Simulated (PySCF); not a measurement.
C2H7NO2Si, singlet, geometry from GFN2-xTB; DF-HF/def2-TZVPPD (PySCF).

PySCF was given this input:
```python
from pyscf import gto, scf

mol = gto.Mole()
mol.atom = '''
    C     1.94560300    0.64114705    1.38862673
    C     1.45337247   -0.19707967    0.49176087
    Si   -0.29103373   -0.12795149   -0.22188279
    N    -1.28787722    0.67329383    0.93730031
    O    -0.81455440   -1.62758698   -0.59557474
    O    -0.35500907    0.69440943   -1.63789036
    H     1.35117034    1.44575851    1.78959181
    H     2.95467806    0.56500731    1.76623322
    H     2.09842456   -0.98942558    0.12982886
    H    -2.24565271    0.85118936    0.67715916
    H    -1.26018228    0.33088787    1.88300949
    H    -0.69077529   -1.94945809   -1.48421156
    H    -0.15539505    1.62532099   -1.63095867
'''
mol.basis = 'def2-tzvppd'
mol.verbose = 4
mol.max_memory = 1800
mol.build()

mf = scf.RHF(mol)
mf = mf.density_fit(auxbasis='def2-universal-jkfit')
mf.kernel()
```

Output, abridged:

```
PySCF version 2.14.0

[INPUT] verbose = 4
[INPUT] num. atoms = 13
[INPUT] num. electrons = 56
[INPUT] charge = 0
[INPUT] spin (= nelec alpha-beta = 2S) = 0
[INPUT] symmetry False subgroup None
[INPUT] Mole.unit = angstrom
[INPUT] Symbol           X                Y                Z      unit          X                Y                Z       unit  Magmom
[INPUT]  1 C      1.945603000000   0.641147050000   1.388626730000 AA    3.676656817132   1.211592330073   2.624124208950 Bohr   0.0
[INPUT]  2 C      1.453372470000  -0.197079670000   0.491760870000 AA    2.746475925283  -0.372426601020   0.929293363078 Bohr   0.0
[INPUT]  3 Si    -0.291033730000  -0.127951490000  -0.221882790000 AA   -0.549974042711  -0.241793273330  -0.419297704854 Bohr   0.0
[INPUT]  4 N     -1.287877220000   0.673293830000   0.937300310000 AA   -2.433735227866   1.272340940059   1.771240882370 Bohr   0.0
[INPUT]  5 O     -0.814554400000  -1.627586980000  -0.595574740000 AA   -1.539284729559  -3.075693636108  -1.125473145309 Bohr   0.0
[INPUT]  6 O     -0.355009070000   0.694409430000  -1.637890360000 AA   -0.670869914037   1.312243641015  -3.095164202465 Bohr   0.0
[INPUT]  7 H      1.351170340000   1.445758510000   1.789591810000 AA    2.553341890235   2.732087626159   3.381838395665 Bohr   0.0
[INPUT]  8 H      2.954678060000   0.565007310000   1.766233220000 AA    5.583532319661   1.067709074277   3.337697057909 Bohr   0.0
[INPUT]  9 H      2.098424560000  -0.989425580000   0.129828860000 AA    3.965447711461  -1.869743366839   0.245340988464 Bohr   0.0
[INPUT] 10 H     -2.245652710000   0.851189360000   0.677159160000 AA   -4.243668592787   1.608514770544   1.279645355141 Bohr   0.0
[INPUT] 11 H     -1.260182280000   0.330887870000   1.883009490000 AA   -2.381399376230   0.625287452241   3.558372226057 Bohr   0.0
[INPUT] 12 H     -0.690775290000  -1.949458090000  -1.484211560000 AA   -1.305376111717  -3.683941881418  -2.804753359313 Bohr   0.0
[INPUT] 13 H     -0.155395050000   1.625320990000  -1.630958670000 AA   -0.293654085613   3.071411535607  -3.082065206785 Bohr   0.0

nuclear repulsion = 315.075487813951
number of shells = 132
number of NR pGTOs = 468
number of NR cGTOs = 358
basis = def2-tzvppd
ecp = {}

******** <class 'pyscf.df.df_jk.DFRHF'> ********
method = DFRHF
initial guess = minao
damping factor = 0
level_shift factor = 0
DIIS = <class 'pyscf.scf.diis.CDIIS'>
diis_start_cycle = 1
diis_space = 8
diis_damp = 0
SCF conv_tol = 1e-09
SCF conv_tol_grad = None
SCF max_cycles = 50
direct_scf = False
Set gradient conv threshold to 3.16228e-05
Initial guess from minao.
******** <class 'pyscf.df.df.DF'> ********
auxbasis = def2-universal-jkfit
init E= -573.928512928727
  HOMO = -0.298354003487861  LUMO = 0.0143762451736041  gap/eV = 8.50982
cycle= 1 E= -573.075951005633  delta_E= 0.853  |g|= 0.733  |ddm|= 2.85
  HOMO = -0.39209736334426  LUMO = 0.0553156257059927  gap/eV = 12.17473
cycle= 2 E= -573.168163885921  delta_E= -0.0922  |g|= 0.404  |ddm|= 0.956
  HOMO = -0.383603465859904  LUMO = 0.0534221627496741  gap/eV = 11.89207
cycle= 3 E= -573.195320427764  delta_E= -0.0272  |g|= 0.0701  |ddm|= 0.285
  HOMO = -0.38140176805746  LUMO = 0.0540736980248001  gap/eV = 11.84989
cycle= 4 E= -573.19679068734  delta_E= -0.00147  |g|= 0.0121  |ddm|= 0.109
  HOMO = -0.380778153933439  LUMO = 0.0541056706616118  gap/eV = 11.83379
cycle= 5 E= -573.19684781021  delta_E= -5.71e-05  |g|= 0.00433  |ddm|= 0.028
  HOMO = -0.380764717086258  LUMO = 0.0540616655379198  gap/eV = 11.83223
cycle= 6 E= -573.196853531068  delta_E= -5.72e-06  |g|= 0.00115  |ddm|= 0.00675
  HOMO = -0.380674126813237  LUMO = 0.0540594219268348  gap/eV = 11.82970
cycle= 7 E= -573.196854321887  delta_E= -7.91e-07  |g|= 0.000298  |ddm|= 0.00382
  HOMO = -0.380630968891085  LUMO = 0.0540523591210175  gap/eV = 11.82834
cycle= 8 E= -573.196854394356  delta_E= -7.25e-08  |g|= 8.22e-05  |ddm|= 0.00117
  HOMO = -0.380629551874254  LUMO = 0.0540509246010234  gap/eV = 11.82826
cycle= 9 E= -573.196854398913  delta_E= -4.56e-09  |g|= 3.28e-05  |ddm|= 0.000227
  HOMO = -0.380626456230083  LUMO = 0.0540505118513054  gap/eV = 11.82816
cycle= 10 E= -573.19685439957  delta_E= -6.57e-10  |g|= 1.33e-05  |ddm|= 0.000106
  HOMO = -0.380626827902368  LUMO = 0.0540503071762638  gap/eV = 11.82817
Extra cycle  E= -573.19685439966  delta_E= -9.02e-11  |g|= 7.62e-06  |ddm|= 3.36e-05
converged SCF energy = -573.19685439966
```
